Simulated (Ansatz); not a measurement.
Total energies of Rb₈Cl₈ (started as a model of: 1x4x4 RbCl rock-salt block) from Ansatz at PBE-D4/def2-SVP, gas phase (1 Eh = 27.2114 eV = 2625.5 kJ/mol). The reference geometry is relaxed at PBE-D4/def2-SVP.

Cartesian coordinates in Å:
```
Rb 0.252 -3.493 5.463
Cl 0.913 -0.559 4.999
Rb 2.767 1.745 3.832
Cl 3.084 4.695 3.096
Cl -1.005 -3.882 2.717
Rb -0.489 -0.750 2.071
Cl 1.814 1.104 0.824
Rb 2.243 4.247 0.189
Rb -2.235 -4.250 -0.191
Cl -1.858 -1.097 -0.811
Rb 0.440 0.767 -2.052
Cl 1.021 3.882 -2.723
Cl -3.035 -4.702 -3.109
Rb -2.782 -1.742 -3.831
Cl -0.927 0.560 -4.993
Rb -0.204 3.476 -5.481
```

| state | geometry | energy (Eh) |
| --- | --- | --- |
| charge 0 singlet | reference | -3872.72141 |
| charge -1 doublet | reference | -3872.75168 |
| charge -1 doublet | relaxed at PBE-D4/def2-SVP | -3872.75324 |
| free Rb atom (doublet) | – | -24.08185 |
| free Cl atom (doublet) | – | -459.79702 |

In the def2 sets Rb takes a core potential; there is no spin–orbit coupling.

(1) Work out the vertical electron affinity, to the doublet.

(2) How much does the charge -1 doublet relax, and what is the adiabatic electron affinity?

(3) What is the binding energy per atom against free atoms?

(1) E(charge 0 singlet) − E(charge -1 doublet) = -3872.72141 − (-3872.75168) = 0.03027 Eh = 0.82 eV. The basis lacks diffuse functions, which makes affinities too small.

(2) Relaxation: -3872.75168 − (-3872.75324) = 0.00156 Eh = 0.04 eV. Adiabatic electron affinity: 0.03183 Eh = 0.87 eV, without zero-point energy. 

(3) Atoms: 8 × (-24.08185) + 8 × (-459.79702) = -3871.03096 Eh. Binding: -3871.03096 − (-3872.72141) = 1.69045 Eh = 46.00 eV, or 2.87 eV for each of 16 atoms (no zero-point energy, no counterpoise term).

At PBE-D4/def2-SVP the highest occupied level of the charge -1 doublet lies above zero (up to 0.04 eV). By energy differences its removal costs 0.82 eV (vertical, to the charge 0 singlet, at PBE-D4/def2-SVP); self-interaction error and the lack of diffuse functions both raise the level. At PBE-D4/def2-SVP the gap within one spin of the charge -1 doublet nearly closes, so an electron or hole may be smeared out by delocalisation error. At PBE-D4/def2-SVP the gap within one spin of the relaxed charge -1 doublet nearly closes, so an electron or hole may be smeared out by delocalisation error.
